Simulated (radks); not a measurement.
La I, 57 electrons, occupied as [Xe] 5d1 6s2.

Method: Dirac Kohn-Sham, PBE, spin-unpolarised, spherical densities, finite nucleus; open shells fill j = l - 1/2 first; Fermi nuclear charge, rms radius 4.855 fm; computed with a radial shooting solver on a logarithmic mesh with Libxc functionals.

Energy parts (eV):
| part | energy |
|---|---|
| total | -231218.85 |
| kinetic | 247421.41 |
| electron-nucleus | -562518.42 |
| Hartree | 89426.00 |
| exchange-correlation | -5547.83 |

Orbitals (lengths in bohr, moments of r in powers of bohr; <r^-3> diverges for s and p1/2; r(max) is where P^2 peaks):
orbital,occ.,eigenvalue (eV),<r^2>,<r^-3>,r(max),<r>,small-component weight
1s1/2,2,-38715.44,0.0008538,-,0.01608,0.02507,4.44e-02
2s1/2,2,-6160.677,0.01356,-,0.09109,0.1070,9.62e-03
2p1/2,2,-5810.354,0.009960,-,0.06950,0.08991,9.65e-03
2p3/2,4,-5397.235,0.01123,6682,0.07466,0.09601,9.09e-03
3s1/2,2,-1317.669,0.09284,-,0.2606,0.2848,2.93e-03
3p1/2,2,-1169.932,0.08769,-,0.2473,0.2747,2.87e-03
3p3/2,4,-1089.415,0.09532,1336,0.2585,0.2867,2.71e-03
3d3/2,4,-830.5950,0.07846,218.0,0.2083,0.2577,2.59e-03
3d5/2,6,-813.3698,0.08063,199.0,0.2114,0.2615,2.55e-03
4s1/2,2,-266.0502,0.4829,-,0.6087,0.6542,8.95e-04
4p1/2,2,-211.6829,0.5176,-,0.6192,0.6746,8.30e-04
4p3/2,4,-194.5567,0.5595,285.2,0.6433,0.7016,7.81e-04
4d3/2,4,-105.4233,0.6737,38.38,0.6675,0.7621,6.40e-04
4d5/2,6,-102.4502,0.6907,34.72,0.6754,0.7717,6.27e-04
5s1/2,2,-38.8184,2.726,-,1.410,1.558,1.99e-04
5p1/2,2,-24.0844,3.470,-,1.543,1.750,1.58e-04
5p3/2,4,-21.5789,3.798,41.38,1.608,1.831,1.46e-04
6s1/2,2,-3.6645,22.20,-,3.826,4.430,2.47e-05
5d3/2,1,-3.1720,10.63,2.480,2.194,2.969,5.90e-05
5d5/2,0,-2.9850,11.15,2.189,2.233,3.038,5.65e-05

The highest occupied level is 5d3/2 at -3.172 eV. The electron density at the nucleus is 3.517e+05 e/bohr^3. Summed over all electrons, <r^2> = 95.34 bohr^2, which gives a Langevin (diamagnetic) susceptibility term of -75.5 x 10^-6 cm^3/mol.
